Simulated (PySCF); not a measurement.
A side-by-side comparison of computed properties.

First species: 2-propylfuran, C7H10O.
InChI=1S/C7H10O/c1-2-4-7-5-3-6-8-7/h3,5-6H,2,4H2,1H3

Second species: C7H13N3.
SMILES: `Cc1c(C(C)C)nnn1C`

Levels: PBE0/pcSseg-1 for dipole moment, HOMO energy, LUMO energy and HOMO–LUMO gap; GFN2-xTB for rotational constant A and rotational constant C. Geometries: GFN2-xTB. Each structure is a single optimised conformer of the isolated species, non-relativistic unless stated; the electronic structure was computed with PySCF and density fitting.

The conformers computed, where there is a choice (atom-mapped SMILES and torsion angles):
- `[CH3:1][CH2:2][CH2:3][c:4]1[cH:5][cH:6][cH:7][o:8]1`: C1–C2–C3–C4 63°, C2–C3–C4–C5 71°
- `[CH3:1][c:2]1[c:3]([CH:4]([CH3:5])[CH3:6])[n:7][n:8][n:9]1[CH3:10]`: C2–C3–C4–C5 127°

```csv
property,column X,column Y
dipole moment,4.77 D,0.62 D
HOMO energy,-6.82 eV,-6.28 eV
LUMO energy,0.34 eV,0.47 eV
HOMO–LUMO gap,7.16 eV,6.75 eV
rotational constant A,2.489 GHz,4.363 GHz
rotational constant C,0.791 GHz,1.290 GHz
```

Which column belongs to which species?

Column X is the second species and column Y the first. The first has 18 atoms and 60 electrons, the second 23 and 76.

How does each property change from the first species to the second?

dipole moment +4.15 D; HOMO energy -0.54 eV; LUMO energy -0.13 eV; HOMO–LUMO gap +0.41 eV; rotational constant A -1.874 GHz; rotational constant C -0.499 GHz.

On the first: In atomic units the dipole is 0.24 e·bohr (1 au = 2.5417 D).

On the second: The dipole matches unit charges of opposite sign 0.99 Å apart (1 e·Å = 4.8032 D).
